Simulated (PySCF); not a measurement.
Simulated C 1s region for `N[Si@H](C[SiH3])c1ccco1`, binding energy against the vacuum level.

Every computed line was given a Gaussian of 0.6 eV full width at half maximum and an area set by the number of equivalent atoms; the highest printed point is 100. Computed, not measured: PySCF, delta-SCF UKS SCAN, pcX-2 on the ionised atom, pcseg-1 elsewhere, spin-free X2C.

(binding energy (eV), intensity): (288.8, 0), (288.9, 1), (289.0, 2), (289.1, 6), (289.2, 12), (289.3, 22), (289.4, 34), (289.5, 47), (289.6, 57), (289.7, 66), (289.8, 74), (289.9, 83), (290.0, 93), (290.1, 99), (290.2, 100), (290.3, 94), (290.4, 84), (290.5, 75), (290.6, 68), (290.7, 62), (290.8, 55), (290.9, 49), (291.0, 45), (291.1, 45), (291.2, 48), (291.3, 50), (291.4, 48), (291.5, 40), (291.6, 29), (291.7, 18), (291.8, 10), (291.9, 4), (292.0, 2), (292.1, 1), (292.2, 0)

Problem. Count the maxima, the lines and the sites behind this envelope.

Solution. The curve has 2 maxima (at 290.2 and 291.3 eV). Under it lie 5 lines from 5 inequivalent carbon sites. At this width some lines have no maximum of their own.

Problem. Decompose the envelope and assign each component. Numbering: `[NH2:1][Si@H:2]([CH2:3][SiH3:4])[c:5]1[cH:6][cH:7][cH:8][o:9]1`.

Solution. 
```csv
position (eV),relative area,line,atoms,environment
289.62,1,C 1s,C3,sp3 carbon bound to silicon
290.08,1,C 1s,C6,aromatic CH carbon
290.24,1,C 1s,C7,aromatic CH carbon
290.71,1,C 1s,C5,substituted aromatic carbon
291.35,1,C 1s,C8,aromatic CH next to a ring oxygen
```

Problem. What are the centre and the root-mean-square width of the whole band?

Solution. The area-weighted mean of the lines is 290.40 eV. Their own spread about it is 0.59 eV (rms) and each Gaussian has σ = 0.6/2.355 = 0.25 eV; the variances add, which gives 0.64 eV.

Lowest listed C 1s: C3, bonded to 2 H and 2 Si. Highest, 1.73 eV above it: C8, bonded to O (aromatic in the SMILES), C (aromatic in the SMILES) and H. The widest gap between neighbouring values is 0.64 eV, between 290.71 and 291.35 eV.

Shake-up satellites, vibrational structure and lifetime widths aren't simulated. The structure is a single PBE0-D3(BJ)/def2-SVP conformer in the gas phase; no vibrational or solvent corrections.

Hardware: an Arm Neoverse V1 with one thread, on a shared host. Cost: 3.8 min, 0.72 GiB resident at most.

Shape of the structure used: `[NH2:1][Si@H:2]([CH2:3][SiH3:4])[c:5]1[cH:6][cH:7][cH:8][o:9]1`: N1–Si2–C3–Si4 -162°, N1–Si2–C5–C6 21°, H–N1–Si2–C3 -39°, H–N1–Si2–C3 -178°.
